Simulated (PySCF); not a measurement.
# Excitation energy of Re by level of theory

Re [Xe] 4f14 5d5 6s2 (6S) → Re [Xe] 4f14 5d6 6s1 (6D), as a difference of total energies. Computed with PySCF 2.14 in aug-cc-pVTZ-PP with ECP60MDF, with scalar relativity through the core potential. Correlated levels: valence: 5s2 5p6 frozen. The calculations carry no spin-orbit coupling.

```tsv
method	excitation energy (eV)
UHF	1.848
LDA	1.468
PBE	1.226
PBE0	1.301
r2SCAN	1.283
wB97X-V	1.621
revPBE	1.143
BLYP	1.410
TPSS	1.188
MP2 (valence)	1.692
SCS-MP2 (valence)	1.695
```

**Question.** How much does correlation contribute at MP2 (valence)?

**Answer.** 1.692 − (1.848) = -0.156 eV, measured against UHF.

Errors of the correlated levels include the incompleteness of this basis and the frozen core.

For comparison: 1.759 eV (measured; NIST levels, between the centres of gravity of the two terms).
